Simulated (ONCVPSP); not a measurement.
## Debugging a pseudopotential input (Au, ONCVPSP 4.0.1)

Command:

```bash
oncvpsp.x < Au.dat > Au.out
```

Input:

```
# ATOM AND REFERENCE CONFIGURATION
# atsym  z   nc   nv     iexc    psfile
  Au 79.00   10    5  -001012      upf
#
#   n    l    f
    1    0    2.00
    2    0    2.00
    2    1    6.00
    3    0    2.00
    3    1    6.00
    3    2   10.00
    4    0    2.00
    4    1    6.00
    4    2   10.00
    4    3   14.00
    5    0    2.00
    5    1    6.00
    5    2   10.00
    6    0    0.75
    6    1    0.25
#
# PSEUDOPOTENTIAL AND OPTIMIZATION
# lmax
    2
#
#   l,   rc,      ep,       ncon, nbas, qcut
    0    1.75    0.00    4    7    9.10
    1    1.50    0.00    3    7    9.20
    2    2.20    0.00    3    8    6.10
#
# LOCAL POTENTIAL
# lloc, lpopt,  rc(5),   dvloc0
    4    5    1.00    3.00
#
# VANDERBILT-KLEINMAN-BYLANDER PROJECTORs
# l, nproj, debl
    0    3    2.40
    1    2    3.30
    2    2    0.30
#
# MODEL CORE CHARGE
# icmod, fcfact, rcfact
    2    0.30    1.10
#
# LOG DERIVATIVE ANALYSIS
# epsh1, epsh2, depsh
   -6.00    5.00    0.04
#
# OUTPUT GRID
# rlmax, drl
    1.00    0.01
#
# TEST CONFIGURATIONS
# ncnf
    4
# nvcnf
#   n    l    f
    5
    5    0    2.00
    5    1    6.00
    5    2   10.00
    6    0    1.00
    6    1    0.00
#
    5
    5    0    2.00
    5    1    6.00
    5    2   10.00
    6    0    0.00
    6    1    0.00
#
    5
    5    0    2.00
    5    1    6.00
    5    2    9.00
    6    0    0.00
    6    1    0.00
#
    5
    5    0    2.00
    5    1    6.00
    5    2    7.00
    6    0    0.00
    6    1    0.00
#
```

This is an input that runs to its end, with one change: rlmax set to 1 bohr.

Question: How does the run end?

Answer: The program refuses the input: "test_data: must have rlmax>rcmax".

```
ONCVPSP  (Optimized Norm-Conservinng Vanderbilt PSeudopotential)
scalar-relativistic version 4.0.1

test_data: must have rlmax>rcmax
ERROR: test_data found   1 ERROR; stopping
```
